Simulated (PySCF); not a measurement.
B(Cl)(NHMe)(OMe) (C2H7BClNO), SMILES CNB(Cl)OC. Coordinates come from a B3LYP-D3(BJ)/def2-SVP optimisation. One conformer was computed; it need not be the lowest.

Level of theory: PySCF 2.14.0 with B3LYP-D3(BJ)/def2-SVP.

Harmonic wavenumbers (cm⁻¹): 105, 117, 133, 191, 192, 235, 373, 488, 518, 611, 634, 1026, 1070, 1148, 1150, 1174, 1197, 1288, 1335, 1451, 1465, 1475, 1476, 1478, 1489, 1578, 2987, 3007, 3054, 3064, 3121, 3153, 3604. Rotational constants (GHz): 3.225, 2.255, 1.350; symmetry number 1.

### Question
Work out the zero-point energy and the ideal-gas rigid-rotor harmonic-oscillator thermochemistry at 298.15 K and 1 atm.

### Answer
ZPE = ½ Σ hcν = ½ × 45389 cm⁻¹ = 64.89 kcal/mol. H − E(el) = 70.41 kcal/mol. Entropy in cal/(mol K): translation 39.93, rotation 27.88, vibration 19.37, total 87.18. G − E(el) = 44.42 kcal/mol. Cp = 27.63 cal/(mol K). Modes under 150 cm⁻¹ make the vibrational entropy uncertain.
